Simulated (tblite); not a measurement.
C4H8F2GeO.
Atom-mapped SMILES: `[CH2:1]=[CH:2][CH2:3][CH2:4][O:5][GeH:6]([F:7])[F:8]` (hydrogens: H9, H10 on C1; H11 on C2; H12, H13 on C3; H14, H15 on C4; H16 on Ge6)

Computed with GFN2-xTB (tblite), gas phase: L-BFGS steps from a force-field or distance-geometry start until the largest atomic force falls under 0.01 eV/Å.

Step 39: E = -766.6330 eV
```
atom  x, y, z in Å  |  force x, y, z in eV/Å
C1      3.0155    0.6291    0.4697    0.002   0.010  -0.004
C2      2.0858   -0.2937    0.3157    0.017  -0.018   0.013
C3      0.9248   -0.1715   -0.6201    0.019   0.030  -0.005
C4     -0.3778   -0.2514    0.1720    0.014  -0.013   0.006
O5     -1.4709    0.0307   -0.7088    0.012   0.014  -0.011
Ge6    -3.1334    0.0900   -0.3607   -0.022  -0.020   0.011
F7     -3.4132    0.8226    1.1788    0.008   0.031  -0.008
F8     -3.7627   -1.4864   -0.0490    0.000  -0.038   0.003
H9      3.0078    1.5382   -0.1095    0.007   0.003   0.024
H10     3.8225    0.5164    1.1732    0.015  -0.014  -0.033
H11     2.1084   -1.2010    0.9042    0.021  -0.017   0.006
H12     0.9391   -0.9777   -1.3586    0.012   0.041   0.012
H13     0.9664    0.7842   -1.1435   -0.023  -0.011  -0.042
H14    -0.4887   -1.2526    0.6017   -0.036   0.050   0.045
H15    -0.3622    0.4898    0.9794   -0.016  -0.066   0.022
H16    -3.8690    0.7421   -1.4561   -0.032   0.019  -0.039
```

Step 40: E = -766.6337 eV
```
atom  x, y, z in Å  |  force x, y, z in eV/Å
C1      3.0178    0.6275    0.4666   -0.004   0.006   0.008
C2      2.0878   -0.2956    0.3126    0.023  -0.002   0.020
C3      0.9223   -0.1692   -0.6179    0.054   0.016   0.007
C4     -0.3777   -0.2521    0.1770    0.026  -0.001   0.002
O5     -1.4705    0.0338   -0.7007    0.002   0.024  -0.039
Ge6    -3.1333    0.0918   -0.3612   -0.054  -0.025   0.005
F7     -3.4281    0.8303    1.1728    0.010   0.031  -0.013
F8     -3.7567   -1.4867   -0.0460   -0.003  -0.034   0.003
H9      3.0079    1.5393   -0.1090    0.005  -0.010   0.030
H10     3.8262    0.5143    1.1694    0.003  -0.018  -0.053
H11     2.1136   -1.2051    0.8979    0.017  -0.008  -0.001
H12     0.9321   -0.9734   -1.3580    0.020   0.035  -0.007
H13     0.9635    0.7882   -1.1377   -0.027  -0.006  -0.048
H14    -0.4880   -1.2536    0.6031   -0.038   0.012   0.056
H15    -0.3606    0.4847    0.9866   -0.013  -0.034   0.052
H16    -3.8637    0.7346   -1.4670   -0.021   0.013  -0.023
```

Step 41: E = -766.6346 eV
```
atom  x, y, z in Å  |  force x, y, z in eV/Å
C1      3.0207    0.6257    0.4629   -0.010   0.000   0.023
C2      2.0906   -0.2978    0.3094    0.023   0.018   0.020
C3      0.9200   -0.1662   -0.6147    0.072  -0.006   0.021
C4     -0.3774   -0.2530    0.1829    0.025   0.016  -0.003
O5     -1.4698    0.0375   -0.6925   -0.013   0.034  -0.058
Ge6    -3.1338    0.0936   -0.3625   -0.073  -0.027  -0.010
F7     -3.4438    0.8398    1.1655    0.012   0.028  -0.019
F8     -3.7491   -1.4878   -0.0427   -0.008  -0.026   0.004
H9      3.0078    1.5407   -0.1078    0.001  -0.016   0.029
H10     3.8311    0.5115    1.1637    0.000  -0.023  -0.064
H11     2.1205   -1.2102    0.8907    0.011   0.003  -0.010
H12     0.9242   -0.9676   -1.3569    0.032   0.022  -0.028
H13     0.9592    0.7926   -1.1318   -0.025   0.000  -0.044
H14    -0.4887   -1.2542    0.6061   -0.035  -0.033   0.055
H15    -0.3600    0.4781    0.9957   -0.007   0.009   0.079
H16    -3.8591    0.7264   -1.4796   -0.005   0.002   0.003
```

Step 42: E = -766.6358 eV
```
atom  x, y, z in Å  |  force x, y, z in eV/Å
C1      3.0241    0.6236    0.4589   -0.012  -0.001   0.036
C2      2.0942   -0.3004    0.3064    0.013   0.033   0.015
C3      0.9183   -0.1626   -0.6103    0.058  -0.027   0.030
C4     -0.3773   -0.2538    0.1900    0.007   0.029  -0.002
O5     -1.4687    0.0418   -0.6852   -0.026   0.040  -0.054
Ge6    -3.1350    0.0951   -0.3647   -0.067  -0.027  -0.026
F7     -3.4591    0.8514    1.1562    0.011   0.021  -0.028
F8     -3.7396   -1.4901   -0.0394   -0.014  -0.016   0.006
H9      3.0070    1.5420   -0.1056   -0.004  -0.012   0.021
H10     3.8375    0.5077    1.1554    0.012  -0.029  -0.060
H11     2.1294   -1.2161    0.8825    0.003   0.011  -0.018
H12     0.9156   -0.9604   -1.3555    0.047   0.004  -0.046
H13     0.9536    0.7975   -1.1253   -0.016   0.001  -0.027
H14    -0.4914   -1.2550    0.6110   -0.024  -0.065   0.038
H15    -0.3611    0.4705    1.0076    0.001   0.049   0.087
H16    -3.8552    0.7176   -1.4935    0.011  -0.011   0.030
```

Question: Estimate the geometry and energy of step 43. (The exact step hangs on the optimiser's Hessian estimate; all steps are aligned on step 42, rigid shifts and turns removed.)

Answer: E = -766.6369 eV, largest force 0.090 eV/Å
```
atom  x, y, z in Å  |  force x, y, z in eV/Å
C1      3.0271    0.6218    0.4557   -0.011   0.003   0.039
C2      2.0977   -0.3024    0.3045   -0.003   0.034   0.006
C3      0.9175   -0.1596   -0.6053    0.013  -0.036   0.026
C4     -0.3778   -0.2541    0.1964   -0.020   0.029   0.005
O5     -1.4676    0.0458   -0.6812   -0.028   0.039  -0.025
Ge6    -3.1367    0.0957   -0.3676   -0.034  -0.026  -0.033
F7     -3.4691    0.8621    1.1473    0.008   0.011  -0.036
F8     -3.7306   -1.4930   -0.0372   -0.021  -0.005   0.009
H9      3.0052    1.5430   -0.1031   -0.006   0.003   0.009
H10     3.8442    0.5038    1.1462    0.034  -0.033  -0.042
H11     2.1382   -1.2213    0.8753   -0.004   0.012  -0.021
H12     0.9090   -0.9537   -1.3542    0.057  -0.010  -0.048
H13     0.9482    0.8017   -1.1195   -0.003  -0.006  -0.001
H14    -0.4957   -1.2561    0.6163   -0.009  -0.060   0.007
H15    -0.3641    0.4648    1.0193    0.009   0.064   0.063
H16    -3.8530    0.7104   -1.5044    0.016  -0.019   0.043
```

The energy changes by -0.0011 eV. The first-order estimate −F·Δx gives -0.0016 eV and the mean of the old and new forces, exact on a quadratic surface, -0.0011 eV. The step makes an angle of 79° with the force vector and moves no atom by more than 0.017 Å.

What follows is the cost of the whole relaxation. The run took 0.46 s of wall time on Arm Neoverse V2, one thread, shared host with 96 logical CPUs at a one-minute load of 44.
